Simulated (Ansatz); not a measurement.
Several settings on one geometry of Li10F10 (relaxed from a model of 2x2x5 LiF rock-salt block, whose bonding it doesn't keep) (that of the charge 0 singlet, PBE-D4/def2-SVP). Ansatz on 4 threads of Arm Neoverse V2 on a shared host; times are rough.

```xyz
20

Li   -0.846   -0.847   -3.604
F    -1.039   -1.040   -1.816
Li   -0.938   -0.938   -0.002
F    -1.043   -1.044    1.811
Li   -0.854   -0.854    3.601
F    -0.956    0.963   -3.674
Li   -0.958    0.962   -1.831
F    -1.035    1.034    0.000
Li   -0.963    0.958    1.831
F    -0.965    0.957    3.674
F     0.965   -0.957   -3.674
Li    0.962   -0.958   -1.831
F     1.035   -1.034    0.000
Li    0.958   -0.961    1.831
F     0.956   -0.963    3.674
Li    0.854    0.854   -3.601
F     1.043    1.044   -1.811
Li    0.938    0.938    0.002
F     1.039    1.040    1.816
Li    0.846    0.847    3.604
```

Totals from different functionals, basis sets or treatments of relativity can't be compared as stabilities.

Correlated methods freeze 10 core orbitals; core or outer-core shells of Li are correlated, in sets that lack core-valence functions.

The spins typed aren't always the lowest for that charge.

(1) Give the basis size and estimate the energy, ⟨S²⟩ and time of these runs.

```
run                      method  charge    state                                                                                          further keys
  1             UKS B97/cc-pVDZ      -1  doublet                                                           scf: {omitted_lower_state_checks: [starts]}
  2     RKS PBE0-DH/def2-mTZVPP       0  singlet                                                                        scf: {lower_state_search: off}
  3  RKS revPBE0-D3(BJ)/pcseg-2       0  singlet  final_grid: {core_spheres: 5, valence_spheres: 4, degree: 11}; nuclear_model: gaussian; forces asked
```

Answers

(1) 
```csv
run,functions,energy (Eh),⟨S²⟩,wall time
1,280,-1074.8310,0.75,3.2 min
2,350,-1074.2887,–,19 s
3,450,-1074.9587,–,19 s
```

The highest occupied level of an anion often lies above zero with these methods, and sets without diffuse functions describe the outer electron poorly.
